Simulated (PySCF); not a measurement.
Ga(H)2(Et) (C₂H₇Ga), SMILES [GaH2][CH2]C.

Coordinates come from a B3LYP-D3(BJ)/def2-SVP optimisation. The structure was generated by enumeration; whether it is a known compound was not checked.

Level of theory: ωB97X/def2-TZVPD (PySCF).

Symmetry labels are those of the subgroup Cs that the program uses (full group Cs).

Question: List the valence orbital energies around the gap with their symmetry. (The exact figures need the calculation; the answer reports its results.)

Answer: 
```csv
orbital,symmetry,energy (eV)
HOMO−7,A',-19.85
HOMO−6,A',-15.20
HOMO−5,A",-14.83
HOMO−4,A',-13.84
HOMO−3,A',-12.84
HOMO−2,A",-12.14
HOMO−1,A',-10.67
HOMO,A',-9.84
LUMO,A",0.47
LUMO+1,A',1.77
LUMO+2,A',2.21
LUMO+3,A',2.68
```
